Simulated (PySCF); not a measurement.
C9H6N4, SMILES N1C=CC2=NC=CC3N2C=1C=CN=3.

Geometry optimised at r2SCAN-D4/def2-SVP.

Calculation: CAM-B3LYP/def2-SVP run with PySCF.

Gas-phase values at a fixed geometry.

- total energy = -564.86537 hartree
- point group = C3h
- highest occupied level = -6.68 eV
- lowest empty level = -1.19 eV
- orbital gap = 5.49 eV
- dipole moment = 0.00 D
- quadrupole, principal values (traceless, Buckingham form, about the centre of nuclear charge) = -2.59, 1.29, 1.30 D·Å
- mean static polarisability = 122.3 bohr³ (18.12 Å³)
- polarisability, principal values = 48.5, 159.2, 159.2 bohr³
